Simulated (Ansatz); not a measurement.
CH5ClGeO, SMILES `[OH][GeH2][CH2]Cl`, relaxed with RKS PBE-D4/def2-SVP in Ansatz 0.2.0 from a rough embedded geometry. The force threshold is 0.03 eV/Å; the program also tests the step.

The species carries charge 0 and has multiplicity 1.

Start:

```xyz
9

O    -0.048   -0.039   -1.868
Ge   -0.494   -0.419   -0.238
C     0.778    0.439    0.942
Cl    0.665    2.176    0.775
H    -0.738   -0.503   -2.480
H    -0.481   -1.967   -0.013
H    -1.939    0.117    0.057
H     1.750    0.037    0.784
H     0.506    0.159    2.042
```

By how much does the energy fall, and how many steps does the optimiser take? (Best estimate.)

The calculation gave: 29.87 kJ/mol, in 8 steps.

Which bonds change most? (An estimate is asked.)

The calculation gave: O1–Ge2 from 1.732 to 1.802 Å; C3–H9 from 1.167 to 1.108 Å; O1–H5 from 1.032 to 0.974 Å; C3–Cl4 from 1.749 to 1.800 Å.

Give the relaxed structure. (Estimate.)

The calculation gave: 
```xyz
9

O     0.051   -0.223   -1.863
Ge   -0.572   -0.479   -0.192
C     0.756    0.417    0.954
Cl    0.571    2.206    0.884
H    -0.653   -0.339   -2.527
H    -0.605   -2.003    0.142
H    -1.975    0.166   -0.014
H     1.777    0.160    0.607
H     0.649    0.095    2.008
```
